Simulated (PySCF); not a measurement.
Core-level binding energies of `CO[Si@@H](C)S`

Compound: C2H8OSSi.
Atom-mapped SMILES: `[CH3:1][O:2][Si@@H:3]([CH3:4])[SH:5]`

Level of theory: PySCF 2.14.0, delta-SCF UKS SCAN, pcX-2 on the ionised atom, pcseg-1 elsewhere, spin-free X2C. These are vertical core ionisation energies against the vacuum level, from separate self-consistent calculations with and without the core hole.

**Question.** What binding energy does each computed site have?

**Answer.** 
```tsv
atom(s)	bonded to	level	binding energy (eV)	2p1/2 (eV)	above the level's lowest (eV)	count
Si3	O, S, C and H	Si 2p3/2	107.31	107.94	0.00	1
C4	3 H and Si	C 1s	290.30	–	0.00	1
C1	O and 3 H	C 1s	292.58	–	+2.28	1
O2	C and Si	O 1s	538.20	–	0.00	1
Si3	O, S, C and H	Si 1s	1847.28	–	0.00	1
S5	H and Si	S 1s	2476.65	–	0.00	1
```

Lowest listed C 1s: C4, bonded to 3 H and Si. Highest, 2.28 eV above it: C1, bonded to O and 3 H. Summing the Pauling electronegativity differences to the bonded atoms, each weighted by its formal bond order, gives -1.70 for the lowest site and -0.16 for the highest.

**Question.** Express the binding energy of Si 1s of Si3 in atomic units and per mole.

**Answer.** 1847.28 eV = 67.8863 Eh = 178235 kJ/mol.

**Question.** Which effective nuclear charge Zeff reproduces each element's mean 1s value in the hydrogen-like formula E = 13.606 eV × Zeff²?

**Answer.** C (Z = 6): mean 291.4 eV, Zeff = 4.63, Z − Zeff = 1.37; O (Z = 8): mean 538.2 eV, Zeff = 6.29, Z − Zeff = 1.71; Si (Z = 14): mean 1847.3 eV, Zeff = 11.65, Z − Zeff = 2.35; S (Z = 16): mean 2476.7 eV, Zeff = 13.49, Z − Zeff = 2.51. Means run over the listed sites, weighted by atom count.

Not every level is listed. The 2p values aren't plain energy differences: one relaxed spin-free 2p hole is combined with a matrix within the shell (ground-state 2p orbital-energy differences and spin–orbit coupling). 2p3/2, the mean of its two sublevels, lies a third of the splitting below the shell's mean and 2p1/2 two thirds above it; the statistical areas are 2:1. 2p1/2 minus 2p3/2 (ligand field included): Si 0.63 eV. Geometry: GFN2-xTB, one conformer, isolated molecule.

Hardware: one thread of an Arm Neoverse N1, shared host with 64 logical CPUs at a one-minute load of 56. Cost: 1.7 min, 0.59 GiB resident at most.

Shape of the structure used: `[CH3:1][O:2][Si@@H:3]([CH3:4])[SH:5]`: C1–O2–Si3–C4 60°, H–S5–Si3–O2 18°.
